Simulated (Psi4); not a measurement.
Approach curve of the dimer CO2 ··· C2H2 (SMILES O=C=O and C#C), singlet. Monomers: optimised at B3LYP-D3(BJ) (def2-TZVP), held rigid. Orientation: lowest of the rigid-body minima from ten starts at GFN2-xTB. Only R, the distance of the centres of mass, is varied, so the lowest point isn't the relaxed dimer.

- PBE/def2-TZVP, counterpoise-corrected (Psi4)
- PBE-D3(BJ)/def2-TZVP, counterpoise-corrected (Psi4)
- SAPT0/jun-cc-pVDZ, frozen core (Psi4)

Interaction energies in kcal/mol; the last columns give the difference from SAPT0:

| R / Å | PBE/def2-TZVP | PBE-D3(BJ)/def2-TZVP | SAPT0/jun-cc-pVDZ | PBE/def2-TZVP − SAPT0/jun-cc-pVDZ | PBE-D3(BJ)/def2-TZVP − SAPT0/jun-cc-pVDZ |
|---|---|---|---|---|---|
| 2.57 | 5.70 | 4.15 | 4.50 | 1.20 | -0.35 |
| 2.84 | 0.77 | -0.58 | -0.40 | 1.17 | -0.18 |
| 3.04 | -0.60 | -1.79 | -1.63 | 1.03 | -0.16 |
| 3.20 | -1.05 | -2.10 | -1.94 | 0.89 | -0.16 |
| 3.41 | -1.20 | -2.07 | -1.91 | 0.71 | -0.16 |
| 3.63 | -1.12 | -1.82 | -1.67 | 0.55 | -0.15 |
| 3.91 | -0.91 | -1.43 | -1.31 | 0.40 | -0.11 |
| 4.24 | -0.66 | -1.01 | -0.95 | 0.29 | -0.06 |
| 4.73 | -0.38 | -0.58 | -0.58 | 0.19 | -0.01 |
| 5.42 | -0.18 | -0.27 | -0.30 | 0.12 | 0.02 |
| 6.42 | -0.07 | -0.11 | -0.13 | 0.06 | 0.02 |
| 7.72 | -0.03 | -0.04 | -0.05 | 0.02 | 0.01 |

PBE/def2-TZVP is furthest from SAPT0/jun-cc-pVDZ at 2.57 (1.20 kcal/mol, above); its mean absolute difference over the points is 0.55 kcal/mol.

PBE-D3(BJ)/def2-TZVP is furthest from SAPT0/jun-cc-pVDZ at 2.57 (-0.35 kcal/mol, below); its mean absolute difference over the points is 0.12 kcal/mol.
